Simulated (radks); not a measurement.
Spin polarisation of the 5d6 shell in neutral osmium. Start: [Xe] 4f14 5d(up 3, down 3) 6s2; electrons of 5d are moved from spin down to spin up, other shells keep equal spins. Calculated with a radial shooting solver on a logarithmic mesh with Libxc functionals: non-relativistic Kohn-Sham, r2SCAN, spin-polarised, spherical densities, point nucleus; meta-GGA in the generalised Kohn-Sham scheme.

moment (Bohr magnetons) = 0: E - E(0) (eV) 0.000; e(5d up) (eV) -8.073; e(5d down) (eV) -8.073; 6s down minus up (eV) 0.000; 5p down minus up (eV) 0.000
moment (Bohr magnetons) = 1: E - E(0) (eV) -0.202; e(5d up) (eV) -8.459; e(5d down) (eV) -7.652; 6s down minus up (eV) 0.229; 5p down minus up (eV) 0.751
moment (Bohr magnetons) = 2: E - E(0) (eV) -0.808; e(5d up) (eV) -8.813; e(5d down) (eV) -7.195; 6s down minus up (eV) 0.460; 5p down minus up (eV) 1.504
moment (Bohr magnetons) = 3: E - E(0) (eV) -1.822; e(5d up) (eV) -9.136; e(5d down) (eV) -6.694; 6s down minus up (eV) 0.700; 5p down minus up (eV) 2.264
moment (Bohr magnetons) = 4: E - E(0) (eV) -3.255; e(5d up) (eV) -9.432; e(5d down) (eV) -6.137; 6s down minus up (eV) 0.961; 5p down minus up (eV) 3.032

At moment 4 the spin-polarisation energy is -3.255 eV and the 5d exchange splitting 3.295 eV, that is 0.824 eV per Bohr magneton; E = -I m^2/4 would give I = 0.814 eV.
